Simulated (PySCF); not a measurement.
**Deuteron quadrupole couplings in `C=CC/C=C/CC=C`**

C₈H₁₂.
Atom-mapped SMILES: `[CH2:1]=[CH:2][CH2:3]/[CH:4]=[CH:5]/[CH2:6][CH:7]=[CH2:8]` (hydrogens: H9, H10 on C1; H11 on C2; H12, H13 on C3; H14 on C4; H15 on C5; H16, H17 on C6; H18 on C7; H19, H20 on C8)

Geometry (GFN2-xTB, Å), atoms numbered from 1 in this order:
```xyz
20
C8H12 angstrom
C      3.911   -0.302   -0.066
C      2.700    0.120   -0.378
C      1.655   -0.718   -1.051
C      0.470   -0.887   -0.146
C     -0.749   -0.452   -0.413
C     -1.930   -0.601    0.500
C     -2.434    0.749    0.913
C     -3.633    1.220    0.625
H      4.239   -1.303   -0.295
H      4.629    0.333    0.426
H      2.389    1.128   -0.133
H      1.340   -0.233   -1.978
H      2.075   -1.698   -1.294
H      0.676   -1.396    0.787
H     -0.953    0.064   -1.343
H     -2.726   -1.145   -0.015
H     -1.636   -1.168    1.388
H     -1.725    1.353    1.466
H     -4.353    0.638    0.072
H     -3.951    2.201    0.934
```

Level: PBE0/pcSseg-1 (PySCF, non-relativistic); Q(2H) = 0.00286 b; rigid geometry, the same for H and D, with no vibrational averaging.

Task: Rank these positions by the coupling χzz of a deuteron there, largest first.
A. H18 (vinylic hydrogen)
B. H10 (vinylic hydrogen)
C. H13 (methylene hydrogen)

Result: B (227 kHz), A (217 kHz), C (203 kHz).

Task: Tabulate Vzz, the asymmetry η and χzz = 234.96 MHz × Q × Vzz for every hydrogen position.

Result: 
```tsv
atom	bonded to	bond length (Å)	Vzz (au)	η	χzz (kHz)
H9	C1	1.078	0.3353	0.06	225
H10	C1	1.077	0.3382	0.05	227
H11	C2	1.082	0.3232	0.05	217
H12	C3	1.093	0.3017	0.01	203
H13	C3	1.093	0.3014	0.01	203
H14	C4	1.083	0.3230	0.07	217
H15	C5	1.083	0.3230	0.07	217
H16	C6	1.093	0.3013	0.01	202
H17	C6	1.093	0.3017	0.01	203
H18	C7	1.083	0.3230	0.05	217
H19	C8	1.078	0.3352	0.06	225
H20	C8	1.077	0.3384	0.05	227
```

Task: How does χzz go with the bond length over the 12 C–H bonds?

Result: A straight-line fit has a slope of -15.0 kHz for each 0.01 Å, with a correlation coefficient of -1.00, over lengths from 1.077 to 1.093 Å. The longer bonds have the smaller couplings here.

Task: A static deuteron (I = 1) shows a doublet split by (3/2)χ, (3/4)χ(1 + η) and (3/4)χ(1 − η) with the field along z, y and x of the gradient. What are these for H16?

Result: With |χ| = 202.4 kHz and η = 0.012: 304, 154 and 150 kHz, to first order and without motion.

Isolated species at its GFN2-xTB geometry (one conformer only). GFN2-xTB bond lengths can be off by several hundredths of an ångström, more for odd bonds, and the gradients follow them. The basis is small and wasn't made for field gradients, so the couplings can be 20 % off.
